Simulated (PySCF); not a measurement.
**How methods differ on the excitation energy of K**

K [Ar] 4s1 (2S) → K [Ar] 4p1 (2P), as a difference of total energies. Computed with PySCF 2.14 in x2c-QZVPPall with one added diffuse shell each of s, p, d, f type (12s8p5d4f, 89 functions), with the spin-free X2C one-electron Hamiltonian (Gaussian nucleus). Correlated levels: valence and next inner shell: [Ne] frozen. The calculations carry no spin-orbit coupling.

```csv
method,excitation energy (eV),error (eV)
UHF,1.421,-0.194
LDA,1.529,-0.086
PBE,1.387,-0.228
PBE0,1.401,-0.214
r2SCAN,1.358,-0.257
CAM-B3LYP,1.573,-0.042
TPSSh,1.308,-0.307
B97-3,1.331,-0.284
wB97X-V,1.515,-0.100
MP2 (valence and next inner shell),1.598,-0.017
SCS-MP2 (valence and next inner shell),1.561,-0.054
```

Reference: 1.615 eV (measured; NIST levels, between the centres of gravity of the two terms).

Errors of the correlated levels include the incompleteness of this basis and the frozen core.
